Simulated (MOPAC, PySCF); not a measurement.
H$_{2}$AlF$_{2}$N, SMILES `[NH2][Al]([F])[F]`, neutral singlet in the gas phase. 

Cartesian coordinates (Å):
```xyz
6

N     -0.9638    -0.0125     0.0324
Al     0.7838     0.0102    -0.0264
F      1.6100     1.4284     0.0885
F      1.6368    -1.3863    -0.1976
H     -1.5413     0.8060     0.1355
H     -1.5255    -0.8457    -0.0324
```
Charge 0, multiplicity 1.

All levels are single points at this geometry (B3LYP-D3(BJ)/def2-TZVP); Pople sets use spherical d functions. Orbital energies aren't observables, and empty levels follow the basis.

```
level                            HOMO (eV)  LUMO (eV)  gap (eV)  dipole (D)  vertical IE, Delta-SCF (eV)
-------------------------------  ---------  ---------  --------  ----------  ---------------------------
B3LYP-D3(BJ)/def2-TZVP in PySCF      -7.78      -1.04      6.74        2.58                        10.78
B3LYP/6-311+G** in PySCF             -7.93      -1.40      6.52        2.70                            –
SVWN5/6-31G* in PySCF                -6.28      -1.41      4.88        2.69                        10.65
HF/6-31G* in PySCF                  -11.39       2.53     13.92        2.66                         9.21
HF/STO-3G in PySCF                   -8.07      10.62     18.69        1.26                            –
PM3 in MOPAC                        -10.16      -1.50      8.66        3.37                            –
```
